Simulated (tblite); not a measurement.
Br$_{2}$In (SMILES [Br][In+][Br]), charge +1, singlet, geometry from GFN2-xTB (such geometries of metal compounds can be far from the true shape); GFN1-xTB in tblite 0.6.0.

tblite was given this input:
```
$ tblite run mol.xyz --method gfn1 --charge 1 --spin 0 --json tblite.json --no-restart

# file mol.xyz
3

In     0.00000000     0.00000000     0.00000000
Br    -0.00000000    -0.00000000    -2.51169977
Br     0.00000000     0.00000000     2.51169977
```

It wrote (shortened):

```
xTB calculator
 | screened Coulomb repulsion
 | Coulomb electrostatics
 |  * isotropic Klopman-Ohno-Mataga-Nishimoto electrostatics
 |  * onsite third-order electrostatics
 | DFT-D3(BJ) dispersion correction

halogen bonding energy    0.0000000000000E+00 Eh
repulsion energy          2.0471884796150E-02 Eh
dispersion energy        -1.0096269598212E-03 Eh
number of electrons       1.6000000000000E+01 e
integral cutoff           4.0000000000000E+01 bohr

------------------------------------------------------------
  cycle        total energy    energy error   density error
------------------------------------------------------------
      1     -8.622837312903  -8.6422996E+00   4.4505581E-01
      2     -8.874355019988  -2.5151771E-01   1.1791395E-01
      3     -8.888407943348  -1.4052923E-02   5.0368236E-02
      4     -8.888365999533   4.1943815E-05   1.9087142E-02
      5     -8.888776530038  -4.1053051E-04   1.9669337E-04
      6     -8.888776557363  -2.7325230E-08   9.2466796E-05
      7     -8.888776563857  -6.4937087E-09   2.6072120E-06
------------------------------------------------------------

electronic energy        -8.9082388216929E+00 Eh
total energy             -8.8887765638566E+00 Eh

Post processing:
 | Mayer-Wiberg bond orders

[Info] JSON dump of results written to 'tblite.json'
```
